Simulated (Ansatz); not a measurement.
**HF ··· Br2**

The pair of HF (SMILES F, atoms 1–2) and Br2 (SMILES BrBr, atoms 3–4), both closed shells, in one local arrangement (a lower one may exist), relaxed at PBE0-D4/def2-TZVP:

F1  (-0.240, -0.144, -2.003)
H2  (-0.030, 0.160, -1.153)
Br3  (-0.244, -0.967, 2.066)
Br4  (0.515, 0.951, 1.091)
(Å)

Ansatz 0.2.0; basis: def2-TZVPPD, with def2-QZVPPD for the basis limit; cores frozen in the correlated methods. Filled d shells of the heavier atoms are correlated. The def2 sets are not built for correlating such inner shells, so the correlated values are less sure here. B3LYP uses VWN-RPA correlation. Extrapolation: Hartree–Fock as exp(−7.88 √X), correlation as X^−2.97. Interaction energies count from these two fragments, frozen as in the pair, with the counterpoise correction; negative means bound.

Problem. What is the interaction energy by CCSD(T) at an estimated basis limit (MP2 extrapolated from triple and quadruple zeta, plus CCSD(T) − MP2 in triple zeta)? (To be estimated.)

Solution. The calculation gives: -2.01 kcal/mol. Hartree–Fock alone gives -0.10 kcal/mol at the basis limit. It counts from the two fragments frozen as in the pair.

The same quantity by other methods in triple zeta, and each one's difference from that estimate:
```
   method  E_int (kcal/mol)  difference
   PBE-D4             -2.84       -0.83
revPBE-D4             -2.27       -0.26
  BLYP-D4             -2.38       -0.38
r2SCAN-D4             -2.43       -0.43
   B97M-V             -2.27       -0.26
  PBE0-D4             -2.46       -0.45
 B3LYP-D4             -2.33       -0.33
 HSE06-D4             -2.46       -0.46
  wB97X-V             -2.09       -0.08
  wB97M-V             -2.07       -0.06
   B2PLYP             -1.59        0.42
       HF             -0.05        1.95
      MP2             -1.66        0.35
     CCSD             -1.31        0.69
  CCSD(T)             -1.59        0.42
```
Differences are method less estimate.

Problem. Which atoms make the shortest contact between the fragments?

Solution. H2 and Br4, 2.44 Å apart.

Basis-set superposition shift (counterpoise-corrected less uncorrected): CCSD(T) 0.94; MP2 0.93; HF 0.12; PBE0-D4 0.13; wB97M-V 0.11 kcal/mol.

T1 diagnostic: at most 0.011.

For scale, one of the runs: CCSD(T)/def2-TZVPPD, 171 basis functions, launched by `ansatz run in.yaml --threads 4 --pin off --events-out ev --progress --plain --max-ram 9574MiB`. Hardware: 4 CPU threads of an Intel Xeon Platinum 8488C, shared host. Wall time 28 s; peak host memory 1.6 GiB.
